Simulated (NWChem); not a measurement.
**H$_{2}$GeO**

```xyz
4

Ge     0.2474     0.3120     0.0000
H      1.4793    -0.7714     0.0000
O     -1.0813    -0.9217     0.0000
H     -0.7446    -1.8380     0.0000
```
Charge 0, spin multiplicity 1.

The numbers come from NWChem runs, not from measurements. All single points use one geometry, from PBE/def2-SVP, a minimum by its harmonic frequencies. It is one conformer; others weren't searched.

Symmetry labels belong to the abelian group Cs used in the runs, with the axes of the coordinates shown.

The Hamiltonian is non-relativistic. The structure started from a generated list of species.

Task: List the lowest 4 singlet excitations that TD-PBE/def2-SVPD gives, with oscillator strengths.

Result: 
```json
[
 {"state": "1", "symmetry": "a\"", "energy (eV)": "3.21", "wavelength (nm)": "386", "f": "0.013"},
 {"state": "2", "symmetry": "a\"", "energy (eV)": "5.06", "wavelength (nm)": "245", "f": "0.014"},
 {"state": "3", "symmetry": "a'", "energy (eV)": "5.25", "wavelength (nm)": "236", "f": "0.035"},
 {"state": "4", "symmetry": "a'", "energy (eV)": "5.79", "wavelength (nm)": "214", "f": "0.038"}
]
```
